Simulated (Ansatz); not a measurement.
Consider the ligand exchange at the Si–O bond: `[OH][Cd][O][SiH3]` + `[SiH3]SS` → `[SiH3]SS[SiH3]` + `[OH][Cd][OH]`.

Calculated with Ansatz (gas phase, PBE0-D4/def2-TZVP geometries, no zero-point term in ΔE). CBS: MP2 limit from def2 TZ/QZ plus the TZ coupled-cluster correction, frozen cores. Functionals use def2-TZVPP. B3LYP here is the variant with VWN-RPA as its local correlation; programs differ in this. Elements past krypton have def2 core potentials. For Cd outer-core shells are correlated without core-valence functions, which leaves a few kJ/mol of doubt a bond. One conformer a species, not always the lowest.

```tsv
level	ΔE (kJ/mol)
PBE-D4	27.9
PBE0-D4	36.7
B3LYP-D4	45.9
B2PLYP	53.2
HF/def2-TZVPP	79.4
CCSD(T)/def2-TZVPP	52.5
HF/def2-QZVPP	79.8
MP2/def2-QZVPP	44.0
```

Task: What does CCSD(T)/CBS give? (An estimate is asked.)

Result: Ansatz gave: +44.5 kJ/mol. The listed levels differ from it by -16.6, -7.8, 1.4, 8.7, 34.9, 8.0, 35.3, -0.5 kJ/mol.

Largest T1 diagnostic among the species: 0.017.

From PBE to PBE0 (25 % exact exchange), in def2-TZVPP and without D4, ΔE moves by +8.3 kJ/mol. The D4 term adds −7.7 kJ/mol with B3LYP and −4.2 kJ/mol with PBE0; it sums over pairs of atoms, weighted by their polarisabilities, and B3LYP, whose exchange is more repulsive, gets the larger term.
